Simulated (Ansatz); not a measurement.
Reaction (formal hydrolysis of a B–O bond): `NB(O[SiH3])O[SiH3]` + H₂O → `NB(O)O[SiH3]` + silanol

Program: Ansatz. Geometries: PBE0-D4/def2-TZVP. ΔE: electronic, gas phase. CBS: MP2 limit from def2 TZ/QZ plus the TZ coupled-cluster correction, frozen cores. This one scheme is used for every species. DFT in def2-TZVPP. B3LYP here is the variant with VWN-RPA as its local correlation; programs differ in this. One conformer a species, not always the lowest.

```
             level  ΔE (kJ/mol)  difference from CCSD(T)/CBS
            PBE-D4          3.7                         -3.4
         r2SCAN-D4          2.8                         -4.3
           PBE0-D4          5.4                         -1.7
          B3LYP-D4          8.2                          1.1
           ωB97X-V          3.3                         -3.8
           ωB97M-V          3.7                         -3.4
            B2PLYP         -0.4                         -7.5
               PBE         -3.4                        -10.5
            r2SCAN          0.5                         -6.6
              PBE0         -1.2                         -8.3
             B3LYP         -3.1                        -10.2
     HF/def2-TZVPP         -0.9                         -8.0
    MP2/def2-TZVPP          3.6                         -3.5
SCS-MP2/def2-TZVPP          2.4                         -4.7
   CCSD/def2-TZVPP          3.3                         -3.8
CCSD(T)/def2-TZVPP          4.0                         -3.1
     HF/def2-QZVPP          0.1                         -7.0
    MP2/def2-QZVPP          5.7                         -1.4
SCS-MP2/def2-QZVPP          4.3                         -2.8
      HF/CBS(def2)          0.2                         -6.9
     MP2/CBS(def2)          6.7                         -0.4
    CCSD/CBS(def2)          6.4                         -0.7
       CCSD(T)/CBS          7.1                            0
```

Largest T1 diagnostic among the species: 0.012.

The D4 term adds +11.3 kJ/mol with B3LYP and +6.6 kJ/mol with PBE0; it sums over pairs of atoms, weighted by their polarisabilities, and B3LYP, whose exchange is more repulsive, gets the larger term. In def2-TZVPP, CCSD(T) changes the Hartree–Fock value by +5.0 kJ/mol (the triples alone add +0.7 kJ/mol) and MP2 by +4.6 kJ/mol.
